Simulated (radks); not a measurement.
Values are calculated unless marked as measured or tabulated.
Spherical quantum dot in the effective-mass picture: electrons in a hard-walled sphere of radius 1.54, all in effective atomic units (hartree* = m*/eps^2 hartree, bohr* = eps/m* bohr), one dielectric constant everywhere. Level of theory: non-relativistic Kohn-Sham, LDA (Slater exchange, Perdew-Wang correlation), spin-polarised, spherical densities (a radial shooting solver with Libxc functionals). Levels are named by radial order and angular momentum (1s, 1p, 1d, 2s, ...), and open shells are averaged over m. Results are scaled to m* = 0.572 and eps = 17.5, for which hartree* = 50.82 meV and bohr* = 1.619 nm.

N = 21, configuration 1s2 1p6 1d10 2s(up 1, down 0) 1f(up 2, down 0). This is the lowest configuration that the search found. Occupied and some empty levels:

level    occupation  eigenvalue (meV)  <r> (nm)
1s up             1            1046.9     1.493
1s down           1            1052.4     1.499
1p up             3            1121.8     1.626
1p down           3            1126.6     1.627
1d up             5            1235.3     1.716
1d down           5            1239.9     1.716
2s up             1            1373.8     1.160
1f up             2            1382.4     1.784
2s down           0            1385.6     1.166
1f down           0            1387.0     1.783
1g up             0            1560.3     1.837
1g down           0            1565.0     1.837
2p up             0            1577.4     1.316
2p down           0            1585.1     1.321
2d up             0            1811.2     1.424
2d down           0            1816.8     1.427

Energy (meV): total 15729.7, kinetic 6827.1, external 0, Hartree 9966.4, exchange-correlation -1063.8.

Electron density:

r (nm)  n(r) (e/nm^3)
0.192          0.3800
0.378          0.3531
0.565          0.3268
0.751          0.3218
0.938          0.3549
1.12           0.4298
1.31           0.5278
1.50           0.6067
1.68           0.6123
1.87           0.5094
2.06           0.3169
2.24           0.1172
2.43         0.007724
